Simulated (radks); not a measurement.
Task: The mean radii <r> (bohr) of the occupied orbitals of an atom or ion are listed with their occupations. All-electron calculation, Dirac Kohn-Sham, PBE, spin-unpolarised, spherical densities, finite nucleus; Fermi nuclear charge, rms radius of each element as measured or else 0.836 A^(1/3) + 0.57 fm. Program: a radial shooting solver on a logarithmic mesh with Libxc functionals.

orbital  occ.      <r>
1s1/2       2  0.01804
2s1/2       2  0.07562
2p1/2       2  0.06249
2p3/2       4  0.07057
3s1/2       2   0.1963
3p1/2       2   0.1864
3p3/2       4   0.2010
3d3/2       4   0.1758
3d5/2       6   0.1803
4s1/2       2   0.4171
4p1/2       2   0.4169
4p3/2       4   0.4422
4d3/2       4   0.4385
4d5/2       6   0.4459
4f5/2       1   0.4250

Name the element and its charge. Open shells, if any, fill j = l - 1/2 first.

Result: Z = 75, rhenium, charge +28: Re28+ in [Kr] 4d10 4f1. The 1s radius gives Z: for a bare nucleus <r> = (2 gamma + 1)/(2Z) with gamma = sqrt(1 - (Z/c)^2), 0.01783 bohr for Z = 75, and screening makes it slightly larger (0.01804 here). The occupations add up to 47, and the charge is Z minus that.
